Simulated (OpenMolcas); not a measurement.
A calculation on Ir+.

```json
{
 "Program": "OpenMolcas 26.06",
 "Method": "SS-CASPT2, IPEA 0.25 Eh, imaginary shift 0.1 Eh (closed shells correlated: 5s 5p)",
 "Basis": "ANO-RCC-VTZP [8s7p5d3f1g]",
 "Scalar Hamiltonian": "DKH2, point nucleus",
 "Active space": "8 electrons in 6 orbitals (5d 6s)",
 "State averaging": "2S+1 = 5 even, 15 roots; 2S+1 = 3 even, 75 roots; 2S+1 = 1 even, 49 roots",
 "Spin-orbit coupling": "state interaction with AMFI integrals over the reference wave functions, term energies averaged over their components"
}
```

(1) Which level of the active space comes out lowest?

(2) How high does 5d⁷ 6s ³P₂(1) [65 %] lie?

(3) How high does 5d⁷ 6s ⁵P₃ lie?

(4) How high does 5d⁸ ³F₄ [75 %] lie?

(5) The level at 12460 cm⁻¹ has J = 2. What is it made of, and what is its g factor?

Measured values: NIST Handbook of Basic Atomic Spectroscopic Data.

Results:

(1) 5d⁷ 6s ⁵F₅, with 89 % of that term; it is also the measured ground level.

(2) 4200 cm⁻¹ above the lowest level.

(3) 14170 cm⁻¹ above the lowest level; measured 12715 cm⁻¹ above the ground level, so the calculation is off by +11 %.

(4) 4350 cm⁻¹ above the lowest level; measured 2263 cm⁻¹ above the ground level, so the calculation is off by +92 %.

(5) 31 % 5d⁷ 6s ⁵F₂, 22 % 5d⁸ ¹D, 18 % 5d⁸ ³F; g = 1.121, against 1.000 from Landé's formula for the pure leading term.

CASPT2 does not keep the components of a term degenerate, so their means are used; among the terms shown or strongly mixed into the levels shown the widest spread is 460 cm-1 (5d⁷ 6s ⁵F). Configurations are named by rounded mean occupations; where the s occupation lies near a half they are strongly mixed, a name can repeat and a true partner stay unpaired. A single d shell beside an s shell can misplace configurations of different d count against each other. Measured partners are found by configuration, term and J. A level has none where our copy of the source lacks it or the pairing is in doubt (some pairs that miss far off the trend of their configuration count as doubtful), and it then counts in no deviation. Levels of configurations outside the active space are missing.

A share in square brackets marks a mixed level and gives the weight of the term that names it. A number in round brackets counts repeated terms of one configuration in the order of the reference energies.
